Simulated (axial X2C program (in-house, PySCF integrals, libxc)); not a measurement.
**Br₂ along the bond: r2SCAN, spin-free**

Computed with an axial X2C code built on PySCF integrals. Spin-free means the one-electron spin-free X2C Hamiltonian. Basis: Br dyall-cv3z [8s9p6d4f1g] (cores contracted in-house); Gaussian nuclei, density fitting, unrestricted open shells. Masses: Br 78.918 u.

State: M_S = 0, Λ = 0 (closed shell).

Results along the bond:

```json
{"R (Å)": "1.991", "HOMO (eV)": "-6.52", "LUMO (eV)": "-2.23"}
{"R (Å)": "2.083", "HOMO (eV)": "-6.72", "LUMO (eV)": "-3.00"}
{"R (Å)": "2.152", "HOMO (eV)": "-6.86", "LUMO (eV)": "-3.53"}
{"R (Å)": "2.220", "HOMO (eV)": "-6.99", "LUMO (eV)": "-4.02"}
{"R (Å)": "2.289", "HOMO (eV)": "-7.11", "LUMO (eV)": "-4.48"}
{"R (Å)": "2.369", "HOMO (eV)": "-7.24", "LUMO (eV)": "-4.96"}
{"R (Å)": "2.449", "HOMO (eV)": "-7.35", "LUMO (eV)": "-5.40"}
{"R (Å)": "2.552", "HOMO (eV)": "-7.48", "LUMO (eV)": "-5.88"}
{"R (Å)": "2.678", "HOMO (eV)": "-7.61", "LUMO (eV)": "-6.39"}
{"R (Å)": "2.861", "HOMO (eV)": "-7.76", "LUMO (eV)": "-6.97"}
```

The state is a single determinant with fixed occupations, the lowest that a limited PBE0 search found. The closed shell is kept restricted, so the energy runs too high when the bond is stretched far.
